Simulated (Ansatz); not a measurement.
H7NSi3. Total charge 0; spin multiplicity 1. The bonds changed during the relaxation, so this is another structure than the one it started from. Geometry: relaxed with PBE0-D4/def2-TZVP.

```xyz
11

Si    0.207   -1.512   -1.007
N     0.220   -0.019   -0.164
Si   -0.863    0.811    0.834
Si    1.606    0.959    0.493
H     1.517   -2.190   -0.815
H    -0.892   -2.374   -0.491
H    -0.007   -1.322   -2.468
H    -1.601   -0.003    1.827
H    -1.694    1.886    0.250
H     1.218    2.292   -0.165
H     0.290    1.472    1.706
```

What is the dipole moment at PBE/def2-TZVPP? (Estimate.)

The calculation gave: 1.58 D, with components (-1.49, 0.19, 0.50) D in this frame, pointing from negative to positive charge.

And with r2SCAN, B3LYP, ωB97M-V? (Estimate.)

Computed: r2SCAN 1.72 D, B3LYP 1.64 D, ωB97M-V 1.68 D.

Give the Mulliken charges with PBE, ωB97M-V, r2SCAN in def2-TZVPP. (Estimate.)

Computed: 
```csv
atom,PBE,ωB97M-V,r2SCAN
Si1,0.23,0.21,0.35
N2,-0.21,-0.36,-0.39
Si3,0.28,0.28,0.40
Si4,0.04,0.05,0.13
H5,-0.05,-0.03,-0.07
H6,-0.06,-0.04,-0.08
H7,-0.06,-0.04,-0.08
H8,-0.03,0.00,-0.05
H9,-0.04,-0.01,-0.05
H10,-0.07,-0.05,-0.11
H11,-0.02,-0.02,-0.05
```

B3LYP here is the variant with VWN-RPA as its local correlation; programs differ in this.
